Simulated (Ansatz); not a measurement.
Total energies of (MoO3)3 (Mo₃O₉) from Ansatz at PBE0-D4/def2-TZVP, gas phase (1 Eh = 27.2114 eV = 2625.5 kJ/mol). The reference geometry is relaxed at PBE-D4/def2-SVP.

```tsv
atom	x (Å)	y (Å)	z (Å)
O1	-1.244	-2.621	1.632
Mo2	-1.409	-1.045	1.041
O3	-2.951	-0.502	1.473
O4	-1.144	-0.972	-0.839
Mo5	0.058	-0.115	-2.035
O6	0.944	-1.239	-2.937
O7	-0.759	0.880	-3.132
O8	1.179	0.891	-0.878
Mo9	1.348	1.163	0.994
O10	1.165	2.794	1.405
O11	2.863	0.667	1.561
O12	-0.050	0.099	1.715
```

| state | geometry | energy (Eh) |
| --- | --- | --- |
| charge 0 singlet | reference | -881.71361 |
| charge 1 doublet | reference | -881.28623 |
| charge 1 doublet | relaxed at PBE-D4/def2-SVP | -881.28614 |
| charge -1 doublet | reference | -881.81967 |
| free O atom (triplet) | – | -75.01860 |
| free Mo atom (septet) | – | -68.10433 |

In the def2 sets Mo takes a core potential; there is no spin–orbit coupling.

Q: Work out the vertical ionisation energy to the doublet.

A: E(charge 1 doublet) − E(charge 0 singlet) = -881.28623 − (-881.71361) = 0.42738 Eh = 11.63 eV. For comparison, −ε of the highest occupied level is 10.08 eV at this level, 1.55 eV less.

Q: Work out the vertical electron affinity, to the doublet.

A: E(charge 0 singlet) − E(charge -1 doublet) = -881.71361 − (-881.81967) = 0.10606 Eh = 2.89 eV. The basis lacks diffuse functions, which makes affinities too small.

Q: Give the fundamental gap IE − EA, the Mulliken electronegativity (IE + EA)/2 and the hardness (IE − EA)/2.

A: From the values in Eh: IE − EA = 0.42738 − 0.10606 = 0.32132 Eh = 8.74 eV; (IE + EA)/2 = 7.26 eV; (IE − EA)/2 = 4.37 eV. The HOMO–LUMO gap of the same run is 5.71 eV, 3.03 eV smaller than the fundamental gap.

Q: How much does the charge 1 doublet relax, and what is the adiabatic ionisation energy?

A: Relaxation: -881.28623 − (-881.28614) = -0.00009 Eh = 0.00 eV. Adiabatic ionisation energy: 0.42747 Eh = 11.63 eV, without zero-point energy. 

Q: What is the binding energy per atom against free atoms?

A: Atoms: 9 × (-75.01860) + 3 × (-68.10433) = -879.48039 Eh. Binding: -879.48039 − (-881.71361) = 2.23322 Eh = 60.77 eV, or 5.06 eV for each of 12 atoms (no zero-point energy, no counterpoise term).
